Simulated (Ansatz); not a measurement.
Consider the ligand exchange at the Sn–O bond: `[SiH3][O][Sn][O][SiH3]` + NH₃ → `[NH2][Sn][O][SiH3]` + `O[SiH3]`.

Calculated with Ansatz (gas phase, PBE0-D4/def2-TZVP geometries, no zero-point term in ΔE). CCSD(T)/CBS adds triple-zeta CCSD(T) − MP2 to the extrapolated MP2 energy (def2 sets, frozen cores). This one scheme is used for every species. Functionals use def2-TZVPP. B3LYP here is the variant with VWN-RPA as its local correlation; programs differ in this. HSE06 is defined as in plane-wave codes. Elements past krypton have def2 core potentials. For Sn outer-core shells are correlated without core-valence functions, which leaves a few kJ/mol of doubt a bond. Each species was taken in one conformer, which may not be the lowest.

`[SiH3][O][Sn][O][SiH3]`:

Cartesian coordinates in Å:
```
Si 0.183 -0.963 1.752
O 1.561 -0.310 1.168
Sn 2.483 0.547 -0.350
O 0.916 0.850 -1.507
Si -0.708 0.847 -1.677
H -0.629 0.065 2.458
H 0.516 -2.050 2.712
H -0.645 -1.543 0.657
H -1.111 1.930 -2.615
H -1.388 1.081 -0.372
H -1.177 -0.455 -2.224
```

NH₃:

```xyz
4

N    -0.110   -0.251    0.064
H    -0.326    0.444    0.768
H     0.899   -0.292   -0.014
H    -0.463    0.099   -0.818
```

`[NH2][Sn][O][SiH3]`:

```xyz
9

N     1.733   -1.072   -0.296
Sn    0.866   -1.367    1.495
O    -0.655   -0.129    1.165
Si   -1.311    0.885    0.080
H     1.369   -0.457   -1.009
H     2.584   -1.522   -0.594
H    -0.515    0.946   -1.185
H    -1.383    2.268    0.627
H    -2.688    0.448   -0.283
```

`O[SiH3]`:

```xyz
6

O     0.757   -0.340    0.976
Si   -0.187    0.258   -0.235
H     0.840   -1.291    1.051
H     0.314   -0.152   -1.575
H    -0.128    1.731   -0.105
H    -1.597   -0.205   -0.113
```

**Question.** Is it downhill or uphill in electronic energy at CCSD(T)/CBS, and by how much? (Best estimate.)

**Answer.** Ansatz gave: Uphill: ΔE = +53.8 kJ/mol.

**Question.** What do these levels give: PBE0-D4, B3LYP-D4, BHLYP-D4, PBE-QIDH, revPBE, HSE06, BHLYP, LC-ωPBE, HF/def2-SVP, MP2/def2-TZVPP, CCSD/def2-TZVPP, MP2/def2-QZVPP? (An estimate is asked.)

**Answer.** Computed: PBE0-D4 49.6, B3LYP-D4 55.7, BHLYP-D4 58.7, PBE-QIDH 48.1, revPBE 43.7, HSE06 44.4, BHLYP 49.6, LC-ωPBE 46.9, HF/def2-SVP 60.8, MP2/def2-TZVPP 51.2, CCSD/def2-TZVPP 50.8, MP2/def2-QZVPP 53.5 kJ/mol.

Largest T1 diagnostic among the species: 0.016.

At CCSD(T), def2-SVP lies +4.3 kJ/mol from the extrapolated value and def2-TZVPP −2.9 kJ/mol. The D4 term adds +8.2 kJ/mol with B3LYP and +5.0 kJ/mol with PBE0; it sums over pairs of atoms, weighted by their polarisabilities, and B3LYP, whose exchange is more repulsive, gets the larger term.
